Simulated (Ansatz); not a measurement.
Calculated with Ansatz (gas phase, PBE0-D4/def2-TZVP geometries, no zero-point term in ΔE). CCSD(T)/CBS adds triple-zeta CCSD(T) − MP2 to the extrapolated MP2 energy (def2 sets, frozen cores). DFT in def2-TZVPP. def2 core potentials past Kr. For Ge, Sn outer-core shells are correlated without core-valence functions, which leaves a few kJ/mol of doubt a bond. Scalar relativity is left out up to krypton. Each species was taken in one conformer, which may not be the lowest.

`[OH][Sn][F]` + `[OH][GeH]([SiH3])[SH]` → `[OH][Sn][SH]` + `[OH][GeH]([F])[SiH3]`  (redistribution)

`[OH][Sn][F]`:

Z-matrix (Å, degrees):
```
O
Sn 1 1.969
H 1 0.961 2 116.2
F 2 1.934 1 93.3 3 180.0
```

`[OH][GeH]([SiH3])[SH]`:

Z-matrix (Å, degrees):
```
Ge
Si 1 2.379
S 1 2.229 2 111.8
O 1 1.785 2 104.9 3 -119.4
H 1 1.543 2 116.9 3 118.2
H 2 1.485 1 108.2 3 52.0
H 2 1.485 1 108.6 3 -66.9
H 2 1.485 1 110.6 3 172.5
H 3 1.343 1 94.3 2 -49.0
H 4 0.961 1 112.1 2 169.6
```

`[OH][Sn][SH]`:

Z-matrix (Å, degrees):
```
O
Sn 1 1.976
H 1 0.960 2 118.2
S 2 2.454 1 99.3 3 0.0
H 4 1.344 2 95.9 1 0.0
```

`[OH][GeH]([F])[SiH3]`:

Z-matrix (Å, degrees):
```
Ge
F 1 1.749
Si 1 2.381 2 108.2
O 1 1.770 2 106.7 3 114.7
H 1 1.543 2 103.8 3 -128.8
H 3 1.484 1 108.8 2 179.6
H 3 1.483 1 108.8 2 59.2
H 3 1.484 1 108.6 2 -61.1
H 4 0.960 1 113.4 2 67.5
```

```csv
species,B2PLYP energy (Eh)
`[OH][Sn][F]`,-389.82272
`[OH][GeH]([SiH3])[SH]`,-2842.95998
`[OH][Sn][SH]`,-688.65447
`[OH][GeH]([F])[SiH3]`,-2544.13127
```

Problem. Work out ΔE.

Solution. ΔE = (-688.65447) + (-2544.13127) − (-389.82272) − (-2842.95998) = -0.00304 Eh = -1.9 kcal/mol. CCSD(T)/CBS gives -0.6 kcal/mol.

Largest T1 diagnostic among the species: 0.018.

In def2-TZVPP, CCSD(T) changes the Hartree–Fock value by +2.7 kcal/mol (the triples alone add +0.3 kcal/mol) and MP2 by +3.0 kcal/mol. From PBE to PBE0 (25 % exact exchange), in def2-TZVPP and without D4, ΔE moves by −0.8 kcal/mol.
